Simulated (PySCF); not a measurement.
Compound: C₆H₅F₃OS.
SMILES with atom numbers: `[CH3:1][O:2][c:3]1[cH:4][cH:5][c:6]([C:7]([F:8])([F:9])[F:10])[s:11]1` (hydrogens: H12, H13, H14 on C1; H15 on C4; H16 on C5)

Method: PBE0-D3(BJ)/def2-SVP geometry optimisation, gas phase in PySCF; density fitting, grid level 2; the optimiser is geomeTRIC in internal coordinates, started from a GFN2-xTB structure.

Step 0: E = -27299.6587 eV
```
atom  x, y, z in Å  |  force x, y, z in eV/Å
C1      3.1808   -0.1282    0.2269   -0.400  -0.315  -0.212
O2      2.1253   -0.9062   -0.3010   -0.401   0.246   0.104
C3      0.8814   -0.4269   -0.1500    0.626  -0.593  -0.269
C4      0.4229    0.7171    0.4381    0.117   0.104   0.066
C5     -0.9805    0.8269    0.3708   -0.024  -0.261  -0.143
C6     -1.5644   -0.2271   -0.2623   -0.238  -0.337  -0.204
C7     -3.0131   -0.4324   -0.5065   -1.009  -0.071  -0.128
F8     -3.3229   -0.5254   -1.8137    0.315  -0.022   0.217
F9     -3.7450    0.5803   -0.0168    0.384  -0.034   0.013
F10    -3.4935   -1.5549    0.0618    0.343   0.142  -0.101
S11    -0.3989   -1.3989   -0.8011   -0.060   0.116   0.058
H12     4.0912   -0.6826    0.0092    0.296  -0.096  -0.024
H13     3.0748   -0.0025    1.3079   -0.030   0.040   0.322
H14     3.2235    0.8538   -0.2520    0.014   0.296  -0.139
H15     1.0461    1.4577    0.9021    0.420   0.370   0.242
H16    -1.5353    1.6537    0.7753   -0.351   0.413   0.196
```

Q: Estimate the geometry and energy of step 1. (The exact step hangs on the optimiser's Hessian estimate; all steps are aligned on step 0, rigid shifts and turns removed.)

A: E = -27299.6947 eV, largest force 0.488 eV/Å
```
atom  x, y, z in Å  |  force x, y, z in eV/Å
C1      3.1620   -0.1376    0.2270    0.060   0.040   0.016
O2      2.1117   -0.9422   -0.2502    0.071  -0.016  -0.008
C3      0.8836   -0.4508   -0.1246   -0.087   0.017  -0.026
C4      0.4364    0.7315    0.4180    0.055   0.028   0.011
C5     -0.9787    0.8355    0.3459   -0.070   0.077   0.014
C6     -1.5719   -0.2458   -0.2416   -0.025  -0.048   0.051
C7     -3.0287   -0.4393   -0.4985    0.456   0.143  -0.100
F8     -3.3115   -0.3486   -1.8049   -0.160  -0.010   0.019
F9     -3.7330    0.4968    0.1380   -0.139  -0.047  -0.031
F10    -3.4534   -1.6383   -0.0961   -0.111  -0.043   0.047
S11    -0.4093   -1.4343   -0.7330   -0.010  -0.023   0.024
H12     4.0924   -0.6904    0.0474   -0.026  -0.001  -0.003
H13     3.0573    0.0573    1.3091   -0.012  -0.013  -0.035
H14     3.2014    0.8262   -0.3109   -0.012  -0.030   0.018
H15     1.0840    1.4950    0.8477   -0.012  -0.031   0.004
H16    -1.5499    1.6891    0.7153    0.021  -0.043  -0.002
```

The energy changes by -0.0360 eV. The first-order estimate −F·Δx gives -0.1003 eV and the mean of the old and new forces, exact on a quadratic surface, -0.0377 eV. The step makes an angle of 82° with the force vector and moves no atom by more than 0.183 Å.

The cost below is that of the whole optimisation. On Arm Neoverse V1, one thread, no GPU, on a shared host, this took 86 s of wall time and 0.88 GiB of memory at its peak.
